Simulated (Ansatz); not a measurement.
Abridged output of a molecular run in Ansatz:

```
Functional definition: HF
973 factors; integrals over basis functions are off by at most 1.2e-3 eV
mean field evaluation 1: about -58633.1623 eV, gradient 1.8e1 eV
mean field evaluation 2: about -58633.1948 eV, gradient 1.8e1 eV
mean field evaluation 4: about -58635.3775 eV, gradient 2.2e0 eV
mean field evaluation 8: about -58635.4230 eV, gradient 1.3e-1 eV
mean field -58635.42344375 eV, -2154.8120670404 hartree, gradient 1.2e-6 eV, S^2 0.761892; 0 other end points of the search recorded, 0 dependent functions left out
11 core orbitals not correlated: weight in the atoms' cores, before any rotation towards them, 1.000 or more for the frozen orbitals, at most 0.000 for the correlated occupied ones
reference -58635.42344375 eV, -2154.8120670404 hartree; 15, 14 occupied and 69, 70 virtual orbitals, 973 factors
second order -13.54490907 eV of doubles, -0.00000000 eV of singles
cycle   1  -14.13713162 eV  change   -5.9e-1 eV  update   8.3e-2
cycle   2  -14.59110215 eV  change   -4.5e-1 eV  update   2.6e-2
cycle   3  -14.65610849 eV  change   -6.5e-2 eV  update   1.2e-2
cycle   4  -14.65890506 eV  change   -2.8e-3 eV  update   4.1e-3
cycle   5  -14.65903634 eV  change   -1.3e-4 eV  update   1.6e-3
cycle   6  -14.65876530 eV  change    2.7e-4 eV  update   6.2e-4
cycle   7  -14.65896778 eV  change   -2.0e-4 eV  update   2.2e-4
cycle   8  -14.65897489 eV  change   -7.1e-6 eV  update   7.9e-5
cycle   9  -14.65895698 eV  change    1.8e-5 eV  update   3.4e-5
perturbative correction -0.39482316 eV, -0.0145094836 hartree
Total energy: -58650.47722390 eV, -2155.3652832569 hartree
Checks for a lower state left out: cluster_reference
```

Its atoms:

Z-matrix (Å, degrees):
```
Ge
C 1 1.953
C 1 1.923 2 110.3
H 1 1.547 2 109.2 3 -120.9
H 1 1.542 2 110.7 3 121.0
H 2 1.091 1 110.1 3 58.6
H 2 1.091 1 110.3 3 -61.3
H 2 1.091 1 110.5 3 178.5
H 3 1.084 1 122.5 2 152.1
H 3 1.085 1 121.8 2 -30.2
```

Task: Which basis set was used?
A. def2-SVP
B. def2-TZVPP
C. def2-TZVPPD
D. def2-SVPD

Result: A. It gives 95 functions.

Task: Write the keys of the input that set method, charge and spin (a neutral closed shell needs none for the last two).

Result: 
```yaml
magnetization: {spin_polarized: true, initial_magnetization: 1}
correlation: {method: ccsd_t}
scf: {omitted_lower_state_checks: [cluster_reference]}
```
